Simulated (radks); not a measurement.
The numbers below are computed, except where a source is named.
Species: the platinum ion Pt4+. Configuration: [Xe] 4f14 5d6. Code: a radial shooting solver on a logarithmic mesh with Libxc functionals. Model: scalar-relativistic Kohn-Sham, BLYP, spin-polarised, spherical densities, finite nucleus; open shells are filled with parallel spins first (spin-orbit coupling, left out, can overturn this in heavy ions); Fermi nuclear charge, rms radius 5.427 fm.

Radial electron density D(r) = 4 pi r^2 rho(r):

| r (bohr) | D(r) (e/bohr) | spin D(r) |
|---|---|---|
| 0.001298 | 14.34 | -0.000155 |
| 0.001499 | 17.60 | -0.000189 |
| 0.001731 | 21.51 | -0.000230 |
| 0.001999 | 26.13 | -0.000278 |
| 0.00229 | 31.21 | -0.000330 |
| 0.002645 | 37.40 | -0.000392 |
| 0.003055 | 44.43 | -0.000462 |
| 0.0035 | 51.79 | -0.000533 |
| 0.004042 | 60.26 | -0.000614 |
| 0.004668 | 69.20 | -0.000697 |
| 0.005348 | 77.79 | -0.000775 |
| 0.006176 | 86.61 | -0.000853 |
| 0.007132 | 94.62 | -0.000923 |
| 0.008237 | 101.2 | -0.000983 |
| 0.009437 | 105.5 | -0.00103 |
| 0.0109 | 107.8 | -0.00107 |
| 0.01259 | 107.4 | -0.00110 |
| 0.01442 | 104.9 | -0.00112 |
| 0.01665 | 101.0 | -0.00106 |
| 0.01923 | 97.25 | -0.000809 |
| 0.02204 | 95.61 | -0.000107 |
| 0.02545 | 97.65 | 0.00173 |
| 0.02939 | 104.6 | 0.00580 |
| 0.03394 | 116.1 | 0.0140 |
| 0.03889 | 128.7 | 0.0280 |
| 0.04491 | 140.3 | 0.0529 |
| 0.05186 | 145.7 | 0.0916 |
| 0.05942 | 142.9 | 0.143 |
| 0.06862 | 132.7 | 0.211 |
| 0.07925 | 120.4 | 0.285 |
| 0.0908 | 113.4 | 0.344 |
| 0.1049 | 115.5 | 0.370 |
| 0.1211 | 125.4 | 0.333 |
| 0.1399 | 134.2 | 0.229 |
| 0.1602 | 132.4 | 0.0950 |
| 0.1851 | 116.3 | -0.0144 |
| 0.2137 | 93.01 | -0.00279 |
| 0.2448 | 76.59 | 0.163 |
| 0.2828 | 73.23 | 0.454 |
| 0.3266 | 80.70 | 0.704 |
| 0.3741 | 86.67 | 0.736 |
| 0.4321 | 82.38 | 0.497 |
| 0.499 | 67.11 | 0.129 |
| 0.5763 | 48.40 | -0.0504 |
| 0.6603 | 34.39 | 0.214 |
| 0.7625 | 25.79 | 1.02 |
| 0.8806 | 21.52 | 2.13 |
| 1.009 | 18.55 | 3.07 |
| 1.165 | 14.89 | 3.59 |
| 1.346 | 10.76 | 3.44 |
| 1.542 | 7.123 | 2.83 |
| 1.78 | 4.122 | 1.95 |
| 2.056 | 2.118 | 1.13 |
| 2.375 | 0.9522 | 0.549 |
| 2.721 | 0.3863 | 0.230 |
| 3.142 | 0.1228 | 0.0733 |
| 3.629 | 0.03067 | 0.0179 |
| 4.157 | 0.006310 | 0.00356 |
| 4.801 | 0.0008511 | 0.000456 |

D(r) has 4 maxima, at r = 0.0114, 0.0527, 0.147, 0.383 bohr, and minima at 0.0222, 0.0945, 0.272 bohr, inside which lie 1.89, 10.99, 30.00 electrons.
